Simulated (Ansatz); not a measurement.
Cd2O3H2, relaxed as a singlet with RKS r2SCAN-D4/def2-SVP in Ansatz, starting from the GFN1-xTB geometry. Force threshold 0.02 eV/Å.

In the def2 sets Cd takes a core potential; there is no spin–orbit coupling. The structure comes from a short search, and lower isomers may exist.

Start:

Cartesian coordinates in Å:
```
Cd -0.6825 -1.3788 -1.2482
Cd -1.1298 0.7327 0.5622
O 0.3522 1.5893 1.4453
O 1.1135 -0.6069 -1.0162
O -2.2250 -0.6589 -0.3420
H 1.0668 1.3501 0.8463
H 1.5049 -1.0276 -0.2475
```

```json
{"step": "1", "energy (eV)": "-15295.8124", "largest force component (eV/Å)": "1.863", "SCF passes": "20"}
{"step": "2", "energy (eV)": "-15296.1102", "largest force component (eV/Å)": "0.384", "SCF passes": "23"}
{"step": "3", "energy (eV)": "-15296.2233", "largest force component (eV/Å)": "0.384", "SCF passes": "23"}
{"step": "4", "energy (eV)": "-15296.3362", "largest force component (eV/Å)": "0.433", "SCF passes": "23"}
{"step": "5", "energy (eV)": "-15296.4589", "largest force component (eV/Å)": "0.476", "SCF passes": "23"}
{"step": "6", "energy (eV)": "-15296.5891", "largest force component (eV/Å)": "0.439", "SCF passes": "23"}
{"step": "7", "energy (eV)": "-15296.7113", "largest force component (eV/Å)": "0.386", "SCF passes": "22"}
{"step": "8", "energy (eV)": "-15296.8313", "largest force component (eV/Å)": "0.364", "SCF passes": "22"}
{"step": "9", "energy (eV)": "-15296.9206", "largest force component (eV/Å)": "0.248", "SCF passes": "22"}
{"step": "10", "energy (eV)": "-15297.0038", "largest force component (eV/Å)": "0.199", "SCF passes": "21"}
{"step": "11", "energy (eV)": "-15297.0675", "largest force component (eV/Å)": "0.135", "SCF passes": "21"}
{"step": "12", "energy (eV)": "-15297.1127", "largest force component (eV/Å)": "0.123", "SCF passes": "21"}
{"step": "13", "energy (eV)": "-15297.1424", "largest force component (eV/Å)": "0.034", "SCF passes": "20"}
{"step": "14", "energy (eV)": "-15297.1578", "largest force component (eV/Å)": "0.074", "SCF passes": "20"}
{"step": "15", "energy (eV)": "-15297.1619", "largest force component (eV/Å)": "0.122", "SCF passes": "29"}
{"step": "16 (rejected)", "energy (eV)": "-15297.0657", "largest force component (eV/Å)": "2.172", "SCF passes": "29"}
{"step": "17", "energy (eV)": "-15297.1665", "largest force component (eV/Å)": "0.013", "SCF passes": "21"}
{"step": "18 (rejected)", "energy (eV)": "-15297.1615", "largest force component (eV/Å)": "0.504", "SCF passes": "21"}
{"step": "19", "energy (eV)": "-15297.1667", "largest force component (eV/Å)": "0.020", "SCF passes": "23"}
{"step": "20", "energy (eV)": "-15297.1670", "largest force component (eV/Å)": "0.005", "SCF passes": "22"}
{"step": "21", "energy (eV)": "-15297.1670", "largest force component (eV/Å)": "0.073", "SCF passes": "22"}
{"step": "22", "energy (eV)": "-15297.1671", "largest force component (eV/Å)": "0.005", "SCF passes": "24"}
```

Force components are those of the run's own axes.

End:

```xyz
7

Cd   -0.050   -1.304   -1.164
Cd   -0.916    1.114    0.988
O    -0.504    2.449    2.369
O     1.266   -2.299   -2.230
O    -1.460   -0.287   -0.265
H    -0.102    3.232    1.966
H     1.766   -2.904   -1.663
```

By distances, no bond broke or formed, bridged metal pairs apart. The bond that changes most is Cd2–O3, from 1.93 to 1.96 Å (atoms count from 1). Metal–metal contacts that move far: Cd1–Cd2 2.82 to 3.35 Å.

The force fell under the threshold at step 17, but the optimiser went on. No frequencies were taken in this run, so the end may be a saddle point.

It took 39 s on 4 threads of Arm Neoverse V1 on a shared host.
